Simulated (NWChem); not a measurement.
Molecule: Si2H5O2F; SMILES O[Si](F)([SiH3])O

```xyz
10

O     -1.5599    -0.8484    -0.4264
Si    -0.0320    -0.4099    -0.0130
O      0.3329    -1.1499     1.4205
F      1.0441    -0.9571    -1.1063
Si     0.0864     1.9164     0.0088
H     -1.8184    -1.7589    -0.2467
H      1.2620    -1.2640     1.6412
H      1.4753     2.3353     0.3727
H     -0.2477     2.4725    -1.3361
H     -0.8611     2.4651     1.0245
```
Atoms are numbered in this order, from 1.

The geometry was optimised at PBE0/def2-SVP.

Question: Give the principal values of the shielding tensors (ppm) of O1, Si2, O3, F4, Si5 from B3LYP/6-31G* (spherical d), GIAO (NWChem), with their diamagnetic and paramagnetic parts as GIAO splits them.

Answer: 
```
atom    σ11    σ22    σ33  isotropic  diamagnetic  paramagnetic
----  -----  -----  -----  ---------  -----------  ------------
O1    224.3  254.1  327.9      268.7        392.1        -123.3
Si2   405.3  422.6  455.7      427.9        880.4        -452.5
O3    226.9  246.6  313.0      262.2        393.2        -131.0
F4    232.8  259.7  385.5      292.7        473.5        -180.8
Si5   487.1  493.0  499.2      493.1        883.0        -389.9
```
